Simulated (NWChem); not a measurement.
## Correlation energy of Te (+1)

```
Te
```
Charge +1, spin multiplicity 4.

All runs are NWChem calculations.

Basis set: def2-SVP. Each correlation energy counts from its own Hartree-Fock reference.

Effective core potentials replace the inner electrons of Te; spin-orbit coupling is left out. The correlated methods keep 4 core orbitals frozen. No SCF solution was tested for a lower state. Open-shell Hartree-Fock references start from PBE0 orbitals. Coupled-cluster values serve here as a point of comparison, not as the truth.

Order these methods by the correlation energy they give, lowest first: CCSDT on ROHF, CCSD on ROHF, SCS-UMP2, CCSD on UHF.

CCSDT on ROHF (-76.9 mHa), CCSD on ROHF (-75.8 mHa), CCSD on UHF (-74.4 mHa), SCS-UMP2 (-58.0 mHa)
